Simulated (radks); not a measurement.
Valence configurations of Yb II (all share [Xe]). Method: Dirac Kohn-Sham, PBE, spin-unpolarised, spherical densities, point nucleus; open shells are shared between the two j in proportion to 2j + 1; computed with a radial shooting solver on a logarithmic mesh with Libxc functionals. Energies are relative to 4f14 6s1; eigenvalues in eV.

| valence | E (eV) | e(4f5/2) | e(4f7/2) | e(5d3/2) | e(5d5/2) | e(6p1/2) |
|---|---|---|---|---|---|---|
| 4f14 6s1 | 0.000 | -10.472 | -9.155 | - | - | - |
| 4f13 5d1 6s1 | 5.679 | -17.016 | -15.624 | -8.187 | -7.804 | - |
| 4f12 5d2 6s1 | 16.800 | -24.294 | -22.828 | -9.645 | -9.166 | - |
| 4f13 5d1 6p1 | 9.794 | -18.421 | -17.029 | -9.278 | -8.871 | -7.065 |
| 4f14 6p1 | 3.764 | -11.939 | -10.621 | - | - | -6.640 |
| 4f13 6s1 6p1 | 8.216 | -20.642 | -19.249 | - | - | -7.649 |
| 4f14 5d1 | 2.936 | -9.083 | -7.767 | -5.777 | -5.524 | - |
| 4f12 5d1 6s2 | 15.799 | -26.733 | -25.265 | -11.198 | -10.668 | - |
| 4f12 6s2 6p1 | 20.553 | -30.863 | -29.392 | - | - | -8.631 |
| 4f13 6s2 | 3.802 | -19.193 | -17.799 | - | - | - |

NIST lists [Xe] 4f14 6s1 as the ground configuration; this level of theory agrees among the configurations tried. The energies are those of spherical spin-averaged densities, not of single terms.
